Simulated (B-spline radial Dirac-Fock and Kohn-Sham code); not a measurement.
# Electron momentum distribution of Tb⁶⁺: Compton profiles

System: the Tb⁶⁺ ion, configuration 1s2 2s2 2p6 3s2 3p6 3d10 4s2 4p6 4d10 4f8 5s2 5p3.

Calculated with a radial B-spline solver, using the impulse approximation on configuration-average Dirac-Fock orbitals. pz is in atomic units of momentum; subshell profiles are per electron, for a selection of subshells; open shells are spread over both j values by their weights.

```tsv
pz	J total	J 4p3/2	J 5s1/2	J 5p3/2
0	6.218	0.135	0.481	0.333
0.2	6.171	0.135	0.460	0.333
0.3	6.113	0.135	0.435	0.331
0.4	6.033	0.135	0.402	0.329
0.5	5.933	0.135	0.364	0.323
0.6	5.815	0.135	0.322	0.315
0.8	5.536	0.134	0.237	0.287
1	5.228	0.133	0.162	0.244
1.2	4.922	0.131	0.106	0.194
1.4	4.642	0.128	0.0692	0.143
1.6	4.398	0.124	0.0492	0.0995
1.8	4.191	0.119	0.0407	0.0657
2	4.012	0.113	0.0382	0.0425
2.5	3.616	0.0948	0.0370	0.0188
3	3.215	0.0737	0.0295	0.0163
4	2.403	0.0367	0.0105	0.0129
5	1.765	0.0161	0.00401	0.00600
7	1.078	0.00787	0.00321	0.00132
10	0.6459	0.00591	0.000862	0.00104
15	0.3120	0.000971	0.000295	0.000179
20	0.1668	0.000453	0.000172	7.09e-05
30	0.06038	0.000297	1.66e-05	4.77e-05
40	0.02716	0.000109	8.92e-06	1.76e-05
60	0.008117	1.37e-05	5.57e-06	2.20e-06
100	0.001400	< 1e-6	< 1e-6	< 1e-6
```

J(0) = 6.218. The 5s1/2 subshell gives the largest part, 15 %.

Mean momentum ⟨p⟩ by subshell (a.u.): 1s1/2 64.0, 2s1/2 22.8, 2p1/2 30.3, 2p3/2 27.7, 3s1/2 11.5, 3p1/2 13.7, 3p3/2 12.9, 3d3/2 15.5, 3d5/2 15.2, 4s1/2 5.76, 4p1/2 6.42, 4p3/2 6.10, 4d3/2 6.59, 4d5/2 6.47, 4f5/2 6.04, 4f7/2 5.99, 5s1/2 2.40, 5p1/2 2.56, 5p3/2 2.44.
